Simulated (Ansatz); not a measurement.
Reaction (formal exchange of groups at a B–N bond): `N/C=N/BF` + `[CH3][GeH2][F]` → `F[BH][GeH2][F]` + `C/N=C\N`

Isolated molecules relaxed with PBE0-D4/def2-TZVP in Ansatz; ΔE leaves out vibrations. CBS: MP2 limit from def2 TZ/QZ plus the TZ coupled-cluster correction, frozen cores. Double bonds are as drawn, so ΔE can hold a change between cis and trans. Functionals use def2-TZVPP. B3LYP here is the variant with VWN-RPA as its local correlation; programs differ in this. For Ge outer-core shells are correlated without core-valence functions, which leaves a few kJ/mol of doubt a bond. Scalar relativity is left out up to krypton. Each species was taken in one conformer, which may not be the lowest.

`N/C=N/BF`:

```xyz
9

N    -1.718    0.473   -0.015
C    -0.406    0.281   -0.181
N     0.263   -0.563    0.512
B     1.648   -0.660    0.230
F     2.397   -1.522    0.911
H    -2.201   -0.066    0.684
H    -2.227    1.138   -0.567
H     0.034    0.915   -0.966
H     2.210    0.004   -0.608
```

`[CH3][GeH2][F]`:

Z-matrix (Å, degrees):
```
C
Ge 1 1.936
H 1 1.090 2 109.9
H 1 1.092 2 110.2 3 120.0
H 1 1.090 2 109.9 3 -120.0
F 2 1.748 1 106.4 3 59.8
H 2 1.538 1 113.5 3 175.4
H 2 1.538 1 113.5 3 -55.8
```

`F[BH][GeH2][F]`:

Z-matrix (Å, degrees):
```
Ge
B 1 2.084
F 1 1.748 2 109.0
H 1 1.540 2 113.3 3 -117.3
H 1 1.540 2 113.3 3 117.3
F 2 1.313 1 119.9 3 -0.5
H 2 1.201 1 122.5 3 179.5
```

`C/N=C\N`:

```xyz
10

C     0.713    0.641   -0.995
N    -0.150   -0.515   -1.014
C    -0.696   -0.845    0.080
N    -0.598   -0.214    1.291
H     1.129    0.804   -1.989
H     0.176    1.556   -0.705
H     1.561    0.524   -0.302
H    -1.360   -1.710    0.090
H     0.132    0.462    1.432
H    -0.906   -0.704    2.112
```

| level | ΔE (eV) |
| --- | --- |
| PBE0-D4 | 1.98 |
| B2PLYP | 2.03 |
| PBE | 1.91 |
| PBE0 | 1.98 |
| B3LYP | 2.00 |
| CCSD/def2-TZVPP | 1.98 |
| CCSD(T)/def2-TZVPP | 1.97 |
| SCS-MP2/def2-QZVPP | 2.01 |

What does CCSD(T)/CBS give? (Estimate.)

The calculation gave: +1.97 eV. The listed levels differ from it by 0.01, 0.06, -0.06, 0.01, 0.03, 0.01, 0.00, 0.04 eV.

Largest T1 diagnostic among the species: 0.014.

From BLYP to BHLYP (50 % exact exchange), in def2-TZVPP and without D4, ΔE moves by +0.14 eV. Leaving LDA and LC-ωPBE aside and taking each functional with its dispersion term where it has one, the values, not all of them listed here, spread over 0.22 eV, from revPBE-D4 to r2SCAN0-D4. LDA lies +0.06 eV from PBE without D4. In def2-TZVPP, CCSD(T) changes the Hartree–Fock value by −0.17 eV (the triples alone add −0.01 eV) and MP2 by −0.06 eV.
